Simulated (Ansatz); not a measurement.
[Au(NH3)2]+ (AuN2H6⁺), 9 atoms. Hardware: 4 threads of Arm Neoverse V1 on a shared host.

In the def2 sets Au takes a core potential; there is no spin–orbit coupling. Correlated methods freeze 2 core orbitals; core or outer-core shells of Au are correlated, in sets that lack core-valence functions.

Task: How many basis functions does each of these Ansatz runs have, and roughly what does it cost? RPA@PBE/def2-TZVP, charge 1 singlet, energy, from earlier orbitals; ωB97M-V/def2-TZVP, charge 1 singlet, energy, from earlier orbitals; r2SCAN-D4/def2-TZVP, charge 0 doublet at the geometry of the charge 1 singlet, energy, from earlier orbitals; CAM-B3LYP-D4/def2-TZVP, charge 1 singlet, energy, from earlier orbitals; LDA (SPW92)/def2-TZVP, charge 1 singlet, energy, from earlier orbitals; CCSD(T)/def2-TZVPP, charge 1 singlet, energy, from earlier orbitals; PBE-QIDH/def2-TZVP, charge 1 singlet, energy, from earlier orbitals; PBE0-D4/def2-TZVP, charge 1 singlet, energy, from earlier orbitals; ωB97X-V/def2-TZVP, charge 1 singlet, energy, from earlier orbitals; PBE0-D4/def2-SVP, charge 1 singlet, energy with a search over starts; PBE-D4/def2-TZVP, charge 1 singlet, frequencies; PBE-D4/def2-TZVP, charge 1 singlet, energy and forces, from earlier orbitals.

Result: Other jobs shared the machine, so times can vary by a factor of up to 3. A dash marks memory too small to be measured apart from the calling script's.

```
                                                                                                         run  functions  fitting or Cholesky vectors  wall time  peak host memory (GiB)
                                      LDA (SPW92)/def2-TZVP, charge 1 singlet, energy, from earlier orbitals        138                          932      0.6 s                       –
                                        PBE0-D4/def2-SVP, charge 1 singlet, energy with a search over starts         90                         1054        1 s                       –
                                          PBE0-D4/def2-TZVP, charge 1 singlet, energy, from earlier orbitals        138                          985      1.1 s                       –
                                PBE-D4/def2-TZVP, charge 1 singlet, energy and forces, from earlier orbitals        138                          932      1.1 s                       –
                                     CAM-B3LYP-D4/def2-TZVP, charge 1 singlet, energy, from earlier orbitals        138                          953      1.3 s                       –
                                          RPA@PBE/def2-TZVP, charge 1 singlet, energy, from earlier orbitals        138                         1070        2 s                       –
                                         PBE-QIDH/def2-TZVP, charge 1 singlet, energy, from earlier orbitals        138                         1070        2 s                       –
                                          ωB97X-V/def2-TZVP, charge 1 singlet, energy, from earlier orbitals        138                          935      3.8 s                       –
r2SCAN-D4/def2-TZVP, charge 0 doublet at the geometry of the charge 1 singlet, energy, from earlier orbitals        138                          932      3.9 s                       –
                                          ωB97M-V/def2-TZVP, charge 1 singlet, energy, from earlier orbitals        138                          935      4.1 s                       –
                                                             PBE-D4/def2-TZVP, charge 1 singlet, frequencies        138                          932       42 s                       –
                                         CCSD(T)/def2-TZVPP, charge 1 singlet, energy, from earlier orbitals        202                         1234       95 s                     3.1
```
